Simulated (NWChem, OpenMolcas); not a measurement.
# RbNa (SMILES [Na][Rb]): the vertical ionisation energy from total energies

RbNa: 2 atoms, total charge 0, spin state singlet. SMILES: `[Na][Rb]`. The shape comes from GFN2-xTB, which is rough for such elements, and wasn't checked as a minimum.

```xyz
2

Na    0.0000    0.0000    0.0000
Rb    0.0000    0.0000    3.2781
```

Both states at this one shape; open shells run unrestricted unless said. 1 Eh = 27.2114 eV.

```
                                                                                 level     program  singlet RbNa (Eh)  doublet RbNa+ (Eh)
CCSD(T)/6-31G*/LANL2DZ (core potential, Cartesian functions), all electrons correlated      NWChem        -185.441764         -185.285782
      CCSD[T]/def2-SVP (core potential), open shells restricted, 1 core orbital frozen  OpenMolcas        -185.673679         -185.511378
```

Question: Work out the vertical ionisation energy at each level.

Answer: 
1. CCSD(T)/6-31G*/LANL2DZ (core potential, Cartesian functions): -185.285782 − (-185.441764) = 0.155982 Eh = 4.24 eV.
2. CCSD[T]/def2-SVP (core potential), open shells restricted: -185.511378 − (-185.673679) = 0.162301 Eh = 4.42 eV.

No measured value is set beside it here; the levels span 4.24 to 4.42 eV. Spin-orbit coupling, which splits open shells on such heavy atoms by tenths of an eV, is left out.
